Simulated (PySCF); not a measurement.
C3H9NOSi2.
SMILES with atom numbers: `[O:1]=[CH:2][NH:3]/[C:4]([SiH3:5])=[CH:6]/[SiH3:7]` (hydrogens: H8 on C2; H9 on N3; H10, H11, H12 on Si5; H13 on C6; H14, H15, H16 on Si7)

Level: PBE0/pcSseg-1 and PBE0/def2-SVPD in PySCF, non-relativistic, on one gas-phase PBE0-D3(BJ)/def2-SVP geometry that isn't relaxed in the solvent. The solvent is an IEF-PCM continuum (van der Waals radii × 1.2). Specific hydrogen bonds and non-electrostatic terms are outside this model.

Gas phase at PBE0/pcSseg-1: HOMO -7.08 eV, LUMO -1.28 eV, dipole 3.66 D.

Question: What does the continuum do to the energy, the frontier levels and the dipole at PBE0/pcSseg-1 in chloroform and tetrahydrofuran?

Answer: 
| solvent | ε | E(solvent) − E(gas) (kJ/mol) | polarisation term (kJ/mol) | distortion of the solute (kJ/mol) | HOMO (eV) | LUMO (eV) | dipole (D) |
| --- | --- | --- | --- | --- | --- | --- | --- |
| chloroform | 4.711 | -21.27 | -24.79 | 3.52 | -6.93 | -1.16 | 4.61 |
| tetrahydrofuran | 7.426 | -24.72 | -29.52 | 4.80 | -6.92 | -1.15 | 4.77 |

Polarisation term: ½ Σ q·V over the induced surface charges. Distortion: the rise of the solute's own energy as its density leaves the gas-phase optimum. From chloroform to tetrahydrofuran the lowering changes by a factor 1.16, Onsager's factor (ε − 1)/(2ε + 1) by 1.14 and ε itself by 1.6.

Question: Which radius a makes the point-dipole formula ΔE = −[(ε − 1)/(2ε + 1)]·μ²/a³ give the value in tetrahydrofuran, with the gas-phase dipole?

Answer: μ = 1.439 au and |ΔE| = 0.00942 Eh give a = 2.36 Å; the farthest nucleus lies 3.82 Å from the centroid of the nuclei, so such a sphere wouldn't even hold the nuclei. The formula assumes a rigid point dipole at the centre of a sphere.

Question: Which Mulliken charges (PBE0/pcSseg-1) respond most in chloroform (means over atoms taken as equivalent)?

Answer: 
```tsv
atoms	environment	gas (e)	solvent (e)	change
O1	amide oxygen	-0.440	-0.479	-0.039
H9	amide N–H hydrogen	+0.195	+0.223	+0.028
H8	formyl hydrogen	+0.100	+0.126	+0.026
H13	vinylic hydrogen	+0.121	+0.141	+0.020
C4	vinylic carbon bearing nitrogen	-0.126	-0.138	-0.012
N3	amide nitrogen	-0.442	-0.431	+0.011
H10/H11/H12	Si–H hydrogen	-0.083	-0.091	-0.008
H14/H15/H16	Si–H hydrogen	-0.075	-0.080	-0.005
```

Gas phase at PBE0/def2-SVPD: HOMO -7.12 eV, LUMO -1.38 eV, dipole 3.66 D.

Question: What does the continuum do to the energy, the frontier levels and the dipole at PBE0/def2-SVPD in chloroform?

Answer: 
| solvent | ε | E(solvent) − E(gas) (kJ/mol) | polarisation term (kJ/mol) | distortion of the solute (kJ/mol) | HOMO (eV) | LUMO (eV) | dipole (D) |
| --- | --- | --- | --- | --- | --- | --- | --- |
| chloroform | 4.711 | -21.09 | -25.18 | 4.09 | -6.97 | -1.25 | 4.73 |

Question: How does the static polarisability (PBE0/def2-SVPD, frozen core, with the continuum's full static response) change?

Answer: 
| medium | isotropic (au) | principal values (au) | ⟨r²⟩ of the electrons (bohr²) |
| --- | --- | --- | --- |
| gas | 109.1 | 75.9, 104.3, 147.1 | 1434.4 |
| chloroform | 137.9 | 96.2, 130.6, 186.8 | 1434.5 |

The isotropic value in chloroform is 1.26 times the gas-phase one; no cavity-field correction is applied. ⟨r²⟩ is taken about the centre of nuclear charge.

Conformer computed: `[O:1]=[CH:2][NH:3]/[C:4]([SiH3:5])=[CH:6]/[SiH3:7]`: O1–C2–N3–C4 0°, C2–N3–C4–Si5 -3°.
